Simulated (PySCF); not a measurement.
SbCl2, SMILES [Cl][Sb+][Cl] (connectivity only; charge and spin as stated), charge +1, multiplicity 1. Atoms are numbered in the order given.

```xyz
3

Sb     0.0000     0.0000     0.5789
Cl     0.0000     1.7250    -0.8683
Cl     0.0000    -1.7250    -0.8683
```
Charge +1, spin multiplicity 1.

Geometry: PBE0-D3(BJ)/def2-TZVP. The multiplicity is an assumed one; other spin states were not compared. The isomer is the one that the SMILES or the coordinates give; other isomers of the formula were not compared. The def2 effective core potentials stand for the cores of Sb; spin–orbit coupling is left out.

All values below come from TDDFT-PBE0/def2-SVPD run with PySCF 2.14.0.

Vertical excitations.  State labels are in the subgroup C2v.

Task: Estimate the UV-visible absorptions. (The exact figures need the calculation; the answer reports its results.)

Result: 
| state | symmetry | energy (eV) | λ (nm) | f | main pairs |
|---|---|---|---|---|---|
| S1 | A2 | 3.35 | 370 | 0.000 | HOMO−1→LUMO 100 % |
| S2 | B1 | 3.38 | 367 | 0.006 | HOMO→LUMO 99 % |
| S3 | B2 | 4.27 | 290 | 0.043 | HOMO−2→LUMO 93 % |
| S4 | B1 | 4.92 | 252 | 0.010 | HOMO−4→LUMO 99 % |
| S5 | A1 | 5.19 | 239 | 0.018 | HOMO−3→LUMO 93 % |
| S6 | A2 | 5.89 | 210 | 0.000 | HOMO−5→LUMO 100 % |
| S7 | B2 | 6.39 | 194 | 0.003 | HOMO−1→LUMO+2 58 %, HOMO→LUMO+1 40 % |
| S8 | A1 | 6.46 | 192 | 0.009 | HOMO−1→LUMO+1 96 % |
| S9 | A1 | 6.63 | 187 | 0.064 | HOMO→LUMO+2 92 % |
| S10 | A2 | 6.72 | 184 | 0.000 | HOMO−2→LUMO+2 98 % |
| T1 | B1 | 2.68 | 463 | 0 | HOMO→LUMO 96 % |
| T2 | A2 | 3.16 | 392 | 0 | HOMO−1→LUMO 100 % |
| T3 | B2 | 3.29 | 377 | 0 | HOMO−2→LUMO 99 % |
| T4 | A1 | 3.91 | 317 | 0 | HOMO−3→LUMO 99 % |
Triplets are in the Tamm–Dancoff approximation, which puts them higher than full response would, so one can lie above its singlet here.
